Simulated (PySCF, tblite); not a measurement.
Isomers of C5H7FO2Si. Method: GFN2-xTB as coded in tblite; computed harmonic values from a numerical Hessian at the method's own geometry, unscaled. The method is semi-empirical: single wavenumbers can be off by several per cent or more. Modes of hydrogen on silicon can be 10 to 20 % off. One conformer each.

Electronic energies: PBE0/pcSseg-1 single points on the GFN2-xTB geometries (PySCF, gas phase).

```tsv
SMILES	electronic energy, lowest = 0 (kcal/mol)
FCC#C[SiH]1OCCO1	43.5
COC1=C[Si@@H](O)C=C1F	38.1
O=C1OCCC=C1[SiH2]F	3.1
O=C1OCC=C1C[SiH2]F	0.0
C=C1O[SiH2]C(F)=C[C@@H]1O	57.4
```

Question: How do GFN2-xTB zero-point energies change the relative energies?

Answer: 
| SMILES | ZPE (kcal/mol) | of it from modes above 1550 cm⁻¹ | electronic (kcal/mol) | with ZPE, lowest = 0 (kcal/mol) | lowest mode (cm⁻¹) | rings |
| --- | --- | --- | --- | --- | --- | --- |
| O=C1OCC=C1C[SiH2]F | 68.4 | 33.1 | 0.0 | 0.0 | 30 | 1 |
| O=C1OCCC=C1[SiH2]F | 68.9 | 32.9 | 3.1 | 3.7 | 63 | 1 |
| COC1=C[Si@@H](O)C=C1F | 68.7 | 34.9 | 38.1 | 38.5 | 90 | 1 |
| FCC#C[SiH]1OCCO1 | 69.8 | 31.9 | 43.5 | 44.9 | 19 | 1 |
| C=C1O[SiH2]C(F)=C[C@@H]1O | 68.0 | 34.1 | 57.4 | 57.0 | 81 | 1 |

The zero-point energies span 1.8 kcal/mol, from `C=C1O[SiH2]C(F)=C[C@@H]1O` to `FCC#C[SiH]1OCCO1`. The order is unchanged.

Question: And how do the electronic energies of GFN2-xTB itself compare?

Answer: `O=C1OCC=C1C[SiH2]F` 0.0; `O=C1OCCC=C1[SiH2]F` 3.0; `COC1=C[Si@@H](O)C=C1F` 46.8; `FCC#C[SiH]1OCCO1` 27.4; `C=C1O[SiH2]C(F)=C[C@@H]1O` 42.0 kcal/mol, lowest = 0. Against the energies above, taken from the same isomer `O=C1OCC=C1C[SiH2]F`, the largest difference is 16.1 kcal/mol.

Question: What do entropy and thermal enthalpy add at 298.15 K and 1 bar (rigid rotor, harmonic oscillator, one conformer each)?

Answer: 
| SMILES | point group | symmetry number | S (cal/(mol K)) | H − H(0) (kcal/mol) | ZPE + H − H(0) − TS (kcal/mol) |
| --- | --- | --- | --- | --- | --- |
| O=C1OCC=C1C[SiH2]F | C1 | 1 | 98.5 | 6.59 | 45.6 |
| O=C1OCCC=C1[SiH2]F | C1 | 1 | 96.2 | 6.55 | 46.8 |
| COC1=C[Si@@H](O)C=C1F | C1 | 1 | 97.4 | 6.95 | 46.6 |
| C=C1O[SiH2]C(F)=C[C@@H]1O | C1 | 1 | 93.2 | 6.49 | 46.7 |

Not tabulated: `FCC#C[SiH]1OCCO1` (lowest mode only 19 cm⁻¹).
